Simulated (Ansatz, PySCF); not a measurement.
Dissociation curve of GeC, lowest triplet found (which spin is the ground state isn't settled by this scan). Each curve is given relative to its own lowest point between 1.54 and 2.21 Å, where full CI is lowest.

```csv
R / Å,A,B,C
1.40,101.3,112.3,99.8
1.54,31.7,41.7,33.1
1.63,9.0,18.8,12.4
1.69,0.0,9.7,4.9
1.80,7.7,1.3,0.0
1.86,7.1,0.0,0.6
1.90,7.5,0.0,2.0
1.99,9.9,2.0,6.6
2.04,11.9,3.9,9.2
2.13,16.5,8.4,14.0
2.21,21.1,13.0,19.3
2.34,—,21.1,29.0
```

Energies in kcal/mol.

**Question.** Assign the columns to these levels of theory: UHF/cc-pVDZ in Ansatz (a program for electronic structure); unrestricted Hartree-Fock/6-31G*, spherical d (PySCF 2.14.0); unrestricted B3LYP/6-31G*, spherical d in PySCF 2.14.0.

**Answer.** A is UHF/6-31G*; B is UHF; C is UKS-B3LYP/6-31G*.

Dashes: no converged value, or the column stops at the first point that the program doubted or that broke a chosen test of continuity, which isn't proof of a fault.

The scan ran from 1.40 to 6.64 Å; beyond the distances shown full CI changes its symmetry label. The unrestricted determinant behind UKS-B3LYP/6-31G* is spin-contaminated at 1.99 Å (<S²> up to 2.2, against 2.00 for a pure triplet). The unrestricted determinant behind UHF, UHF/6-31G* is spin-contaminated at 1.54 to 2.34 Å (<S²> up to 2.9, against 2.00 for a pure triplet).
